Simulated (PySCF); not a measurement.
Start geometry of `C=[CH][Ga]([Br])[NH]C` from GFN2-xTB (Å):
```
atom  x, y, z in Å
C1     3.1240   -0.3222   -0.1225
C2     1.9692    0.0056   -0.7512
Ga3    0.2215   -0.0350    0.2630
Br4    0.2544   -0.6363    2.4707
N5    -1.3985    0.3980   -0.4408
C6    -2.7066    0.4026    0.2223
H7     3.1316   -0.5761    0.9226
H8     4.0807   -0.2823   -0.6280
H9     1.9710    0.2915   -1.7796
H10   -1.4815    0.6716   -1.3936
H11   -3.1804    1.3837    0.1973
H12   -3.3746   -0.3241   -0.2351
H13   -2.6050    0.1277    1.2646
```

Problem. What comes out of this run: PySCF, PBE0-D3(BJ)/def2-SVP geometry optimisation, gas phase?

Solution. 
```
atom  x, y, z in Å
C1     3.086   -0.104   -0.073
C2     1.944    0.154   -0.724
Ga3    0.237   -0.003    0.173
Br4    0.244   -0.737    2.361
N5    -1.413    0.352   -0.467
C6    -2.674    0.217    0.221
H7     3.091   -0.409    0.980
H8     4.066   -0.022   -0.559
H9     1.995    0.455   -1.778
H10   -1.504    0.671   -1.426
H11   -3.231    1.171    0.269
H12   -3.338   -0.531   -0.250
H13   -2.501   -0.109    1.257
```

The energy falls by 13.5 kJ/mol over 9 energy and gradient evaluations, the largest force component goes from 0.0420 to 3.2e-04 Eh/bohr, and the atoms move by 0.068 Å rms after alignment. The bond that changes most is C2–Ga3 (ends: alkene CH carbon; gallium bonded to Br, C and N), which shortens by 0.086 Å. Bonds longer at the end by more than 0.005 Å: 8 of 12; shorter: 4. Among the angles that change most is C2–Ga3–N5, from 124.8° to 128.8°. Rotational constants go from 1491, 1454, 739.5 to 1536, 1492, 760.4 MHz. The orientation of the end geometry is arbitrary; only internal coordinates are fixed.

The run used 155 basis functions and 61 SCF cycles in all. Hardware: one thread of an Intel Xeon at 2.70 GHz, shared host with 64 logical CPUs at a one-minute load of 56. Cost: 2.6 min of wall time, 0.69 GiB resident at most.

No frequency check. One conformer, not necessarily the lowest.
